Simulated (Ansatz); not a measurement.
**Match the barriers**

Saddle point of SiNH5SF2, closed shell (SiH₂SF₂ ([F][SiH]([F])[SH]) + NH₃ → SiNH₃F₂ ([NH2][SiH]([F])[F]) + H₂S; bonds formed: S2–H6; dative contacts that become bonds: Si1–N7; bonds broken: Si1–S2, H6–N7), PBE0-D4/def2-TZVP structure:

| atom | x (Å) | y (Å) | z (Å) |
| --- | --- | --- | --- |
| Si1 | -0.7833 | 0.1181 | -0.5978 |
| S2 | 0.5843 | 1.5966 | 1.3036 |
| F3 | -1.5345 | -0.9412 | -1.5453 |
| F4 | 0.0587 | 0.9267 | -1.6658 |
| H5 | -1.8992 | 0.6906 | 0.1524 |
| H6 | 0.6901 | -0.0790 | 1.0252 |
| N7 | 0.3138 | -1.0124 | 0.3033 |
| H8 | 1.6552 | 1.8696 | 0.5414 |
| H9 | 1.0664 | -1.3764 | -0.2748 |
| H10 | -0.1514 | -1.7926 | 0.7580 |

Program: Ansatz 0.2.0. Basis: def2-TZVPP, with def2-QZVPP for the basis limit. Cores are frozen in the correlated methods. B3LYP uses VWN-RPA correlation. Extrapolation: Hartree–Fock as exp(−7.88 √X), correlation as X^−2.97. Four methods, as single points on the PBE0-D4 structures, gave these electronic barriers from the start structure: 67.5, 89.7, 102.6, 121.3 kJ/mol.

The methods were, in alphabetical order, B3LYP-D4, BHLYP-D4, HF, SPW92. Which gave which? (Judge from chemistry; the calculation decides.)

By the calculation: SPW92 67.5; B3LYP-D4 89.7; BHLYP-D4 102.6; HF 121.3 kJ/mol. For comparison, CCSD(T) at an estimated basis limit (MP2 extrapolated from triple and quadruple zeta, plus CCSD(T) − MP2 in triple zeta) gives 101.7 kJ/mol.

The T1 diagnostic stays at or below 0.012.

Labels in which every atom is bracketed show which atoms are joined, not bond orders.

For scale, one of the runs: CCSD(T)/def2-TZVPP, 247 basis functions, launched by `ansatz run in.yaml --threads 8 --pin off --events-out ev --progress --plain --max-ram 19148MiB`. Time: 30 s of wall clock on 8 CPU threads of an Intel Xeon 6975P-C; the host was shared. Peak host memory: 5.7 GiB.
